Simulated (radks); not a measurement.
The numbers below are computed, except where a source is named.
Question: All-electron atom: Tl70+ in [Ne] 3s1. Code: a radial shooting solver on a logarithmic mesh with Libxc functionals. Model: scalar-relativistic Kohn-Sham, BLYP, spin-polarised, spherical densities, finite nucleus; open shells are filled with parallel spins first (spin-orbit coupling, left out, can overturn this in heavy ions); Fermi nuclear charge, rms radius 5.4759 fm. Some entries of the table are withheld. Estimate them.

orbital  occ.  eigenvalue (Ry)  <r> (bohr)  r(max) (bohr)
1s up       1        -6769.386     0.01631        0.01003
1s down     1        -6769.008     0.01631        0.01003
2s up       1              (1)     0.06782        0.05772
2s down     1              (2)     0.06780        0.05773
2p up       3        -1419.835     0.06124            (3)
2p down     3        -1419.459     0.06123            (4)
3s up       1        -650.4722         (5)         0.1548
3s down     0        -648.3342         (6)         0.1547

Answer: 
(1) 2s up eigenvalue (Ry): -1572.699
(2) 2s down eigenvalue (Ry): -1572.290
(3) 2p up r(max) (bohr): 0.04783
(4) 2p down r(max) (bohr): 0.04783
(5) 3s up <r> (bohr): 0.1626
(6) 3s down <r> (bohr): 0.1627
